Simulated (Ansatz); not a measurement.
Isolated molecules relaxed with PBE0-D4/def2-TZVP in Ansatz; ΔE leaves out vibrations. CCSD(T)/CBS is the MP2 limit (def2-TZVPP, def2-QZVPP) plus CCSD(T) − MP2 in def2-TZVPP, frozen cores. This one scheme is used for every species. DFT in def2-TZVPP. def2 core potentials past Kr. For Hf, I outer-core shells are correlated without core-valence functions, which leaves a few kJ/mol of doubt a bond. Each species was taken in one conformer, which may not be the lowest.

Consider the ligand exchange at the Hf–S bond: `[F][Hf]([F])([F])[SH]` + HI → `[F][Hf]([F])([F])[I]` + H₂S.

`[F][Hf]([F])([F])[SH]`:

```xyz
6

F     2.054   -0.638   -0.818
Hf    0.285   -0.451   -0.174
F    -0.980   -1.033   -1.461
F     0.007   -1.475    1.397
S    -0.056    1.916    0.312
H    -1.310    1.682    0.745
```

HI:

Cartesian coordinates in Å:
```
I -0.354 -0.188 -0.698
H 0.354 0.188 0.698
```

`[F][Hf]([F])([F])[I]`:

Z-matrix (Å, degrees):
```
Hf
F 1 1.888
F 1 1.888 2 108.6
I 1 2.711 2 110.3 3 121.0
F 1 1.888 2 108.6 3 -117.9
```

H₂S:

Cartesian coordinates in Å:
```
S 0.586 -0.193 -0.051
H -0.419 -0.036 -0.925
H -0.168 0.229 0.975
```

Question: Is it downhill or uphill in electronic energy at CCSD(T)/CBS, and by how much? (Estimate.)

Answer: The calculation gave: Downhill: ΔE = -58.8 kJ/mol.

Question: What do these levels give: r2SCANh-D4, ωB97M-V, LC-ωPBE, MP2/def2-TZVPP, MP2/def2-QZVPP, MP2/CBS(def2)? (Best estimate.)

Answer: Ansatz gave: r2SCANh-D4 -57.3, ωB97M-V -56.3, LC-ωPBE -55.5, MP2/def2-TZVPP -63.2, MP2/def2-QZVPP -64.5, MP2/CBS(def2) -65.0 kJ/mol.

Question: What do rigid-rotor, harmonic-oscillator terms from PBE0-D4/def2-TZVP frequencies (298.15 K, 1 bar) make of the CCSD(T)/CBS value? (An estimate is asked.)

Answer: Ansatz gave: ΔZPE = +5.3 kJ/mol, ΔH = -54.2 kJ/mol, ΔS = -14 J/(mol·K), ΔG = -50.1 kJ/mol. Modes under 50 cm⁻¹ make the entropy rough.

Largest T1 diagnostic among the species: 0.016.

Leaving LDA and LC-ωPBE aside and taking each functional with its dispersion term where it has one, the values, not all of them listed here, spread over 11.0 kJ/mol, from PBE-QIDH to B97M-V. From BLYP to BHLYP (50 % exact exchange), in def2-TZVPP and without D4, ΔE moves by −8.7 kJ/mol. At CCSD(T), def2-SVP lies +4.8 kJ/mol from the extrapolated value and def2-TZVPP +1.8 kJ/mol.
